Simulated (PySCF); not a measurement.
Ligand exchange on a metal centre used in film growth or etching (Sc Cl-NH2). Gas-phase values, no solvent. One relaxed conformer stands for each flexible species; it need not be the lowest.

All values below come from TPSSh-D3(BJ)/def2-TZVP // BP86-D3(BJ)/def2-SVP (PySCF). All candidates: neutral, multiplicity 1. 

```
Quantity         Result
-------------  --------
HOMO–LUMO gap   4.86 eV
HOMO           -8.53 eV
LUMO           -3.67 eV
```

**Question.** Name which member has these values.
A. [Sc(Cl)3]
B. [Sc(Cl)2(NH2)]
C. [Sc(NH2)3]
D. [Sc(Cl)(NH2)2]

**Answer.** A, [Sc(Cl)3]. The others give [Sc(Cl)2(NH2)]: 4.51 eV, -7.29 eV, -2.79 eV; [Sc(NH2)3]: 4.51 eV, -5.77 eV, -1.26 eV; [Sc(Cl)(NH2)2]: 4.56 eV, -6.53 eV, -1.97 eV
